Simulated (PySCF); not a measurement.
# Ionisation energy of Ce³⁰⁺ by level of theory

Ce³⁰⁺ [Ar] 3d10 (1S) → Ce³¹⁺ [Ar] 3d9 (2D), as a difference of total energies. Computed with PySCF 2.14 in an uncontracted even-tempered set (18 s from 4.4 bohr⁻², ratio 2.5; 13 p from 5.7 bohr⁻², ratio 2.5; 8 d from 5.7 bohr⁻², ratio 2.5; 4 f from 27 bohr⁻², ratio 2.7; 3 g from 41 bohr⁻², ratio 2.7), with the spin-free X2C one-electron Hamiltonian (Gaussian nucleus). Correlated levels: outer shells: [Ne] frozen; virtual orbitals above 40 to 60 times the deepest correlated orbital energy dropped. The calculations carry no spin-orbit coupling.

| method | ionisation energy (eV) |
| --- | --- |
| UHF | 1917.0 |
| LDA | 1916.3 |
| PBE | 1915.5 |
| PBE0 | 1916.4 |
| r2SCAN | 1916.7 |
| M06-L | 1918.2 |
| M06-2X | 1918.8 |
| MP2 (outer shells) | 1918.7 |
| SCS-MP2 (outer shells) | 1918.4 |

A first-order spin-orbit estimate (lowest level to lowest level, LS coupling) adds -7.859 eV.

Breit and QED terms and the two-electron picture change are absent.

For comparison: 1908 ± 4 eV (theoretical estimate listed by NIST; NIST Atomic Spectra Database, ionization energies).
